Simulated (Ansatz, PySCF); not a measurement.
Gas-phase reaction (SMILES): N[Si](N)(N)Cl + Cl (HCl) -> N[Si](N)(Cl)Cl + N (NH3); hydrogen chloride cleaves one Si-N bond, a model of a ligand-exchange step.

Each molecule is optimised on its own at B3LYP-D3(BJ)/def2-TZVP (Ansatz, a program for electronic structure), one conformer each, not searched for the lowest. Correlated levels leave the core frozen unless marked. Spin-orbit coupling is left out. Non-relativistic. CBS(X,Y): correlation extrapolated as X^-3; Hartree-Fock from the larger set. The bracket is a focal-point correction in the basis named. Thermal terms are rigid-rotor harmonic-oscillator values from B3LYP-D3(BJ) frequencies (Ansatz or PySCF) at 298.15 K and 1 atm. 1 Eh = 627.5095 kcal/mol.

```json
[
 {"species": "N[Si](N)(N)Cl", "E, RI-MP2/CBS(aug-cc-pV(T+d)Z,aug-cc-pV(Q+d)Z)+[CCSD(T)-MP2]/aug-cc-pV(T+d)Z (Ansatz) (Eh)": "-916.74270", "E, PBE/def2-TZVPD (Ansatz) (Eh)": "-917.28456", "H - E (Eh)": "0.08978", "G - E (Eh)": "0.04656"},
 {"species": "Cl (HCl)", "E, RI-MP2/CBS(aug-cc-pV(T+d)Z,aug-cc-pV(Q+d)Z)+[CCSD(T)-MP2]/aug-cc-pV(T+d)Z (Ansatz) (Eh)": "-460.37874", "E, PBE/def2-TZVPD (Ansatz) (Eh)": "-460.62833", "H - E (Eh)": "0.01000", "G - E (Eh)": "-0.01120"},
 {"species": "N[Si](N)(Cl)Cl", "E, RI-MP2/CBS(aug-cc-pV(T+d)Z,aug-cc-pV(Q+d)Z)+[CCSD(T)-MP2]/aug-cc-pV(T+d)Z (Ansatz) (Eh)": "-1320.63061", "E, PBE/def2-TZVPD (Ansatz) (Eh)": "-1321.42066", "H - E (Eh)": "0.06501", "G - E (Eh)": "0.02550"},
 {"species": "N (NH3)", "E, RI-MP2/CBS(aug-cc-pV(T+d)Z,aug-cc-pV(Q+d)Z)+[CCSD(T)-MP2]/aug-cc-pV(T+d)Z (Ansatz) (Eh)": "-56.50756", "E, PBE/def2-TZVPD (Ansatz) (Eh)": "-56.51037", "H - E (Eh)": "0.03799", "G - E (Eh)": "0.01614"}
]
```

Question: Work out ΔE and ΔH, ΔG, ΔS and the equilibrium constant at 298.15 K at the first level, then ΔH at the second.

Answer: 
1. ΔE = [(-1320.63061) + (-56.50756)] - [(-916.74270) + (-460.37874)] = -0.01673 Eh = -10.5 kcal/mol at RI-MP2/CBS(aug-cc-pV(T+d)Z,aug-cc-pV(Q+d)Z)+[CCSD(T)-MP2]/aug-cc-pV(T+d)Z.
2. The terms H - E add up to 0.00322 Eh, so ΔH = (-0.01673 + (0.00322))×627.5095 = -8.5 kcal/mol.
3. The terms G - E add up to 0.00628 Eh, so ΔG = -6.6 kcal/mol, and ΔS = (0.00322 - (0.00628))×627509.5/298.15 = -6.4 cal/(mol K).
4. log10 K = -ΔG/(RT ln 10) = 4.8, with RT ln 10 = 1.3642 kcal/mol.
5. At PBE/def2-TZVPD the same steps give ΔE = -11.4 and ΔH = -9.4 kcal/mol, a shift of -0.9 from the first level.
6. These values are not checked against measurement here, since the tables used lack a sound gas-phase enthalpy of formation for at least one species.
